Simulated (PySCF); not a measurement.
Atom-mapped SMILES (the numbers label the heavy atoms): `[CH3:1][O:2][Si:3]([CH3:4])([CH3:5])[SiH3:6]`. Hydrogens are named by the atom that carries them.

[PySCF 2.14.0 with density-fitted response routines: PBE0/pcSseg-1 with gauge-including orbitals; GFN2-xTB structure; a single conformation; relativity neglected; gas phase; equivalent nuclei averaged]

δ = σ(ref) − σ, references computed at the same level: $^{13}$C, $^{1}$H, $^{29}$Si against TMS; $^{17}$O against H2O.

| atoms | nucleus | count | δ (ppm) |
| --- | --- | --- | --- |
| H(C4)/H(C5) | $^{1}$H | 6 | ? |
| Si3 | $^{29}$Si | 1 | ? |
| Si6 | $^{29}$Si | 1 | -133.7 |
| O2 | $^{17}$O | 1 | 16.7 |
| C4/C5 | $^{13}$C | 2 | 3.0 |
| C1 | $^{13}$C | 1 | 52.8 |
| H(C1) | $^{1}$H | 3 | 3.74 |
| H(Si6) | $^{1}$H | 3 | 3.22 |

**Question.** Estimate the values marked ?.

**Answer.** 
- H(C4)/H(C5): 0.25 ppm, hydrogen on a methyl carbon bonded to Si; an electropositive neighbour shields it, as in TMS itself
- Si3: 14.5 ppm, silicon bonded to 2 C, O, Si

Shifts are as computed. Against solution values, carbons near 30 ppm lie about +3 ppm off and those near 130 ppm about +5 ppm. Of 1211 compounds with measured shifts, 218 miss one by over three times the rms of a fit or turn the order of signals round; such compounds aren't used in these exercises. Experimental scales use liquid or dissolved standards, which lie at an offset from isolated H2O (liquid H2O: subtract about 36 ppm).
